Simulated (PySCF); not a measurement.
Si(F)(SH)3 (FH3S3Si), SMILES F[Si](S)(S)S. Heavy atoms are numbered as in [F:1][Si:2]([SH:3])([SH:4])[SH:5]. Hydrogens are named by the atom that carries them.

Geometry optimised at r2SCAN-D4/def2-SVP. This is a generated structure with no PubChem entry under its InChIKey; it may be hypothetical. The values are those of a single conformer.

The numbers are results of PBE/pcSseg-1 (PySCF), not measurements.

GIAO shieldings, no solvent; atoms alike by connectivity are averaged. δ = σ(ref) − σ: ¹⁹F against CFCl3 (σ = 133.6 ppm); ²⁹Si against TMS (σ = 335.4 ppm); ³³S against H2S (σ = 706.5 ppm); ¹H against TMS (σ = 31.49 ppm), references at their B3LYP-D3(BJ)/def2-TZVP geometries, non-relativistic.

```json
[
 {"atoms": "F1", "nucleus": "¹⁹F", "count": "1", "δ (ppm)": "?"},
 {"atoms": "Si2", "nucleus": "²⁹Si", "count": "1", "δ (ppm)": "42.0"},
 {"atoms": "S3 (SH)", "nucleus": "³³S", "count": "3", "δ (ppm)": "?"},
 {"atoms": "H on S3", "nucleus": "¹H", "count": "3", "δ (ppm)": "1.92"}
]
```

Fill in the missing entries. (The exact figures need the calculation; the answer reports its results.)


- S3 (SH), δ (ppm): 85.8
- F1, δ (ppm): -93.7
